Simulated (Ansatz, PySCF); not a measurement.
Reaction (SMILES): Cl[Si](Cl)(Cl)N[Si](Cl)(Cl)Cl + N (NH3) + 6 [SiH4] (SiH4) → 2 N[SiH3] + 6 [SiH3]Cl [chlorosilane]
Each molecule is optimised on its own at B3LYP-D3(BJ)/def2-TZVP (Ansatz, an electronic-structure program), one conformer each, not searched for the lowest. Frequencies are from Ansatz or PySCF.

Property: bond separation energy (enthalpy at 298 K, with B3LYP-D3(BJ) rigid-rotor harmonic-oscillator terms), in kJ/mol. Correlated levels leave the core frozen unless marked. No spin-orbit coupling. Non-relativistic. Basis-set limits of correlation are two-point, X^-3; Hartree-Fock from the larger set. [CCSD(T)-MP2]/basis is that difference in the basis named.

RI-MP2/CBS(aug-cc-pV(T+d)Z,aug-cc-pV(Q+d)Z)+[CCSD(T)-MP2]/aug-cc-pV(T+d)Z (Ansatz) gives 87.9 kJ/mol.

Task: Another calculation gave 85.1 kJ/mol. Which level was it?
A. CAM-B3LYP/def2-TZVPD (Ansatz)
B. BHLYP/def2-TZVPD (Ansatz)
C. wB97X-V/def2-TZVPD (Ansatz)
D. PBE0/def2-TZVPD (Ansatz)

Result: C, wB97X-V/def2-TZVPD (Ansatz). The others give 58.9 (CAM-B3LYP), 47.2 (BHLYP), 69.5 (PBE0) kJ/mol.
